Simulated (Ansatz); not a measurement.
C$_{2}$H$_{5}$ClGaN (SMILES C=[CH][Ga]([NH2])[Cl]), singlet, geometry from GFN2-xTB (such geometries of metal compounds can be far from the true shape); PBE/pcseg-1 run with Ansatz (an electronic-structure program).

Input for Ansatz:
Ansatz 0.2 input:
```yaml
crystal:
  periodic: [false, false, false]
  atoms:
    - {symbol: Ga, position_ang: [0.04165312, 0.08109824, 0.10816174]}
    - {symbol: Cl, position_ang: [-1.96575671, 0.20329076, 0.66779487]}
    - {symbol: C, position_ang: [0.66540649, -0.92505831, -1.52155499]}
    - {symbol: C, position_ang: [1.94447120, -1.00343467, -1.85536993]}
    - {symbol: H, position_ang: [-0.09328017, -1.41351438, -2.13074017]}
    - {symbol: H, position_ang: [2.28369574, -1.54439938, -2.72954221]}
    - {symbol: H, position_ang: [2.71537864, -0.52708814, -1.26566672]}
    - {symbol: N, position_ang: [1.20781399, 0.94127802, 1.21888823]}
    - {symbol: H, position_ang: [0.89790955, 1.46548136, 2.02813257]}
    - {symbol: H, position_ang: [2.20894973, 1.03154407, 1.12162180]}
basis:
  gaussian:
    orbitals: pcseg-1.json
hamiltonian:
  xc: pbe
```
The basis file holds pcseg-1 in the JSON format of the Basis Set Exchange.

What the program printed (banner, timings and long lists left out):

```
Functional definition: PBE
1316 factors; their error is unknown
mean field evaluation 1: about -68505.1987 eV, gradient 8.7e1 eV
mean field evaluation 2: about -68445.9855 eV, gradient 1.5e2 eV
mean field evaluation 4: about -68522.4473 eV, gradient 1.6e1 eV
mean field evaluation 8: about -68523.1453 eV, gradient 1.5e-1 eV
mean field evaluation 16: about -68523.0688 eV, gradient 1.8e-4 eV
mean field -68523.06876195 eV, -2518.1763303974 hartree, gradient 2.9e-5 eV, S^2 0.000000; 0 other end points of the search recorded, 0 dependent functions left out
reference -68523.06880310 eV, -2518.1763319096 hartree; 36, 36 occupied and 76, 76 virtual orbitals, 1316 factors
Total energy: -68523.06880310 eV, -2518.1763319096 hartree
```
